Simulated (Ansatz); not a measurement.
SbH3SO, closed shell: a single point away from equilibrium.

The input file, in.yaml:

```yaml
crystal:
  periodic: [false, false, false]
  atoms:
    - {symbol: O, position_ang: [-0.045500, -1.820100, -0.124600]}
    - {symbol: S, position_ang: [-0.985300, -0.407500, -0.044600]}
    - {symbol: Sb, position_ang: [0.967700, 0.903700, 0.266600]}
    - {symbol: H, position_ang: [-0.654100, -2.590600, -0.122600]}
    - {symbol: H, position_ang: [0.682000, 1.837700, -1.126500]}
    - {symbol: H, position_ang: [0.065800, 2.064900, 1.136200]}
basis:
  gaussian: {orbitals: def2-TZVPP}
hamiltonian: {xc: {name: wB97X-V}}
output: {forces: true}
```

Launched with

```bash
ansatz run in.yaml --threads 4 --pin off --events-out ev --progress --plain --max-ram 5222MiB
```

The run's output (Ansatz 0.2.0):

```
Functional definition: wB97X-V
  name "wB97X-V"
  cite "Mardirossian & Head-Gordon, Phys. Chem. Chem. Phys. 16, 9904 (2014) doi:10.1039/C3CP54374A"
  cite "Becke, J. Chem. Phys. 107, 8554 (1997) doi:10.1063/1.475007"
  cite "Vydrov & Van Voorhis, J. Chem. Phys. 133, 244103 (2010) doi:10.1063/1.3521275"
  parameter omega = 0.3/bohr
  parameter cx = 0.167
  parameter cx1 = 0.603
  parameter cx2 = 1.194
  parameter css0 = 0.556
  parameter css1 = -0.257
  parameter cos0 = 1.219
  parameter cos1 = -1.850
  parameter b = 6.0
  parameter c = 0.01
  exchange = spin_sum(e_x_unif_sr(omega)*poly(b97_u_x, 1 - cx, cx1, cx2)) + cx*exact_x_sr(omega) + exact_x_lr(omega)
  correlation = spin_sum(e_c_pw_same_spin*poly(b97_u_same, css0, css1))
      + integral(e_c_pw_opposite_spin*poly(b97_u_opposite, cos0, cos1)) + vv10(b, c)
1055 factors; their error is unknown
216 factors; integrals over basis functions are off by at most 1.5e-5 eV
mean field evaluation 1: about -19463.8924 eV, gradient 3.8e1 eV
mean field evaluation 2: about -19463.4365 eV, gradient 4.3e1 eV
mean field evaluation 4: about -19466.4008 eV, gradient 1.3e0 eV
mean field evaluation 8: about -19466.4110 eV, gradient 3.8e-2 eV
mean field evaluation 16: about -19466.5295 eV, gradient 4.7e-4 eV
mean field -19466.52947711 eV, -715.3817633960 hartree, gradient 5.9e-5 eV, S^2 0.000000; 0 other end points of the search recorded, 0 dependent functions left out
the calculation of the forces begins
reference -19466.52947518 eV, -715.3817633253 hartree; 25, 25 occupied and 140, 140 virtual orbitals, 1055 factors
Total energy: -19466.52947518 eV, -715.3817633253 hartree
Atom 0 at    -0.045500    -1.820100    -0.124600 Å, force    -0.607931    -1.063801    -0.088074 eV/Å
Atom 1 at    -0.985300    -0.407500    -0.044600 Å, force    -0.165124    -0.376999    -0.000685 eV/Å
Atom 2 at     0.967700     0.903700     0.266600 Å, force    -0.117453     0.588780     0.049578 eV/Å
Atom 3 at    -0.654100    -2.590600    -0.122600 Å, force     0.514568     0.836183     0.036200 eV/Å
Atom 4 at     0.682000     1.837700    -1.126500 Å, force     0.204176     0.033709    -0.122214 eV/Å
Atom 5 at     0.065800     2.064900     1.136200 Å, force     0.171763    -0.017872     0.125195 eV/Å
Dipole moment:     0.084491    -0.033524     0.061729 e Å
```

The lines “mean field evaluation” count trial sets of orbitals through the whole run, from several starts and some on an approximate energy, so they need not fall steadily or lie above the final value.

The run took about 7.5 s on 4 CPU threads of an Arm Neoverse N1 (shared host).
